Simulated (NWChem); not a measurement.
System: C₃HF₃O; SMILES FC1=COC1(F)F

The following NWChem deck was run.

```
start job
memory heap 200 mb stack 900 mb global 1100 mb
geometry units angstroms noautosym nocenter noautoz
  F     -0.891309    -1.944074     0.000000
  C     -0.017558    -0.953892     0.000000
  C      1.316872    -0.788080     0.000000
  O      1.305954     0.634180     0.000000
  C     -0.140921     0.567526     0.000000
  F     -0.656499     1.160391    -1.085117
  F     -0.656499     1.160391     1.085117
  H      2.258864    -1.347945     0.000000
end
basis spherical
  * library def2-svp
end
dft
  xc b3lyp
  iterations 150
end
cosmo
  dielec 78.4
end
task dft energy
```

Coordinates come from a PBE-D3(BJ)/def2-SVP optimisation. B3LYP is NWChem's, with the RPA form of VWN correlation.

Level: B3LYP/def2-SVP with COSMO at NWChem's default radii, gas-phase geometry; the question gives the dielectric constant.

Q: Predict the main results of this run. (B3LYP/def2-SVP, COSMO on the gas-phase geometry.) Quantities: electrostatic solvation energy (kcal/mol); dipole in solution (D).

A: 
```
Property                                   Result
-----------------------------------------  ------
electrostatic solvation energy (kcal/mol)    -3.7
dipole in solution (D)                       2.45
```
